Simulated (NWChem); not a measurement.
C$_{4}$H$_{6}$S; SMILES C(SC)C#C

```xyz
11

C     -0.4929    -2.5023    -0.2923
C      0.1639    -1.5459     0.0565
C      0.9246    -0.3845     0.4854
S      0.4400     1.1721    -0.3318
C     -1.2595     1.3142     0.2537
H     -1.0647    -3.3556    -0.6070
H      1.9915    -0.5131     0.2414
H      0.8576    -0.2642     1.5799
H     -1.6818     2.2084    -0.2257
H     -1.3050     1.4438     1.3459
H     -1.8544     0.4379    -0.0444
```
Atoms are numbered in this order, from 1.

All runs: NWChem. Pople sets run with spherical d functions. Coordinates come from a PBE0/def2-SVP optimisation. B3LYP is NWChem's, with the RPA form of VWN correlation. Total energies compare along this basis series because the functional is fixed.

```json
[
 {"level": "B3LYP/STO-3G", "basis functions": "35", "energy (Ha)": "-547.8438", "highest occupied level (eV)": "-3.21", "orbital gap (eV)": "7.35", "dipole (D)": "0.65", "relative time": "1"},
 {"level": "B3LYP/3-21G", "basis functions": "61", "energy (Ha)": "-551.3369", "highest occupied level (eV)": "-6.20", "orbital gap (eV)": "6.80", "dipole (D)": "1.55", "relative time": "1"},
 {"level": "B3LYP/6-31G*", "basis functions": "86", "energy (Ha)": "-554.1420", "highest occupied level (eV)": "-6.13", "orbital gap (eV)": "6.61", "dipole (D)": "1.43", "relative time": "4"},
 {"level": "B3LYP/6-311G**", "basis functions": "134", "energy (Ha)": "-554.2220", "highest occupied level (eV)": "-6.35", "orbital gap (eV)": "6.44", "dipole (D)": "1.39", "relative time": "7"}
]
```

The last column is a rough cost ratio, cheapest run = 1.
